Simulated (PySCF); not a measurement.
**State search for RbCd⁺**

Unrestricted PBE0; Rb def2-SVP with ECP28, Cd def2-SVP with ECP28; scalar-relativistic core potentials (PySCF 2.14). Outer shells of the fragments: Rb+ closed shells only; Cd 4d10 5s2.

Followed along the bond (rough minima from three points):

| 2Ms+1 | unpaired | ⟨S²⟩ at the start | R at minimum (Å) | Te (eV) |
| --- | --- | --- | --- | --- |
| 1 | none | 0.00 | 3.86 | 0.00 |
| 3 | σ ↑↑ | 2.00 | none in the scan | ≤ 3.47 |

Solutions found at the starting distance of 3.560 Å, counted from the lowest of them; the search is not exhaustive and high or unbound solutions are not listed, so other states can lie among these:

```tsv
2Ms+1	unpaired	term	E (eV)	⟨S²⟩	⟨Lz²⟩	μ (D)
1	none	¹Σ⁺	0.00	0.00	0.00	-7.31
3	σ ↑↑	³Σ⁺	3.69	2.00	0.00	-6.02
3	σ ↑, π ↑	³Π	4.15	2.00	1.00	-7.82
1	σ ↓, π ↑	mixed	4.76	1.00	1.00	-7.47
3	σ ↑, δ ↑	³Δ	8.05	2.00	4.00	7.34
```

A term symbol is given only where ⟨S²⟩ and ⟨Lz²⟩ are close to those of a pure state; real π, δ and φ orbitals otherwise mix terms. A positive dipole points towards Cd; it is taken about the centre of mass and depends on that origin.

Counting both spins, an empty level lies below a filled one in some of these solutions, because spin and occupation are held.
